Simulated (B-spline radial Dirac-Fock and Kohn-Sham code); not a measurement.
# Atomic SCF run for Xe

ΔSCF core binding energies without Breit or QED terms, calculated with a radial atomic solver. Keys: rel is the Hamiltonian (dirac, or spin-free x2c and nr, where L3 and M5 stand for the whole 2p and 3d shells), method is hf or an exchange,correlation pair (spin-unpolarised, also for the hole states), nuc the nuclear model, radius_factor scales its radius, rmax is the box in bohr, h the logarithmic mesh step, order the B-spline order, points the quadrature points per cell, c_factor scales the speed of light, and damp, ndamp, maxit and tol steer the iteration. The run stops when the commutator error falls below 10·tol·max(1, Z/10), or the numerical noise floor, and the energy has settled to about 1e-8 Ha; the virial ratio is −V/T.

Input (task.json):

```json
{"items": [{"Z": 54, "q": 0, "cfg": [[1, 0, 2], [2, 0, 2], [2, 1, 6], [3, 0, 2], [3, 1, 6], [3, 2, 10], [4, 0, 2], [4, 1, 6], [4, 2, 10], [5, 0, 2], [5, 1, 6]], "A": 132, "rrms": 4.7859, "do": "settings", "holes": ["K", "L3", "M5"],
  "settings": [{"rel": "dirac", "method": "hf", "nuc": "fermi", "radius_factor": 1.0, "rmax": 45.0, "h": 0.3, "order": 8, "points": 4, "c_factor": 1.0, "maxit": 59, "damp": 0.5, "ndamp": 3, "tol": 1e-08}]}]}
```

Command: `python xray2_run.py task.json out`

Ground-state iterations:

```
iter   energy (Ha)        error
   1    -7443.37584716  1.84e+00
   2    -7445.76732441  2.41e-01
   3    -7446.83116786  5.01e-02
   4    -7446.89284580  1.78e-02
   5    -7446.89747356  6.58e-03
   6    -7446.89840246  7.89e-04
   7    -7446.89842933  3.17e-04
   8    -7446.89843152  3.77e-05
   9    -7446.89843156  3.79e-06
  10    -7446.89843156  1.01e-06
  11    -7446.89843156  1.76e-07
```

The ground state converged in 11 iterations, with total energy -7446.89843 Ha, virial ratio 1.94128 and highest orbital energy -11.97 eV. ΔSCF binding energies: K (1s) 34686.9 eV, L3 (2p3/2) 4796.0 eV, M5 (3d5/2) 676.7 eV.

One setting is outside the advised range (too few quadrature points), but here it does no visible harm: the result matches the run with default settings.
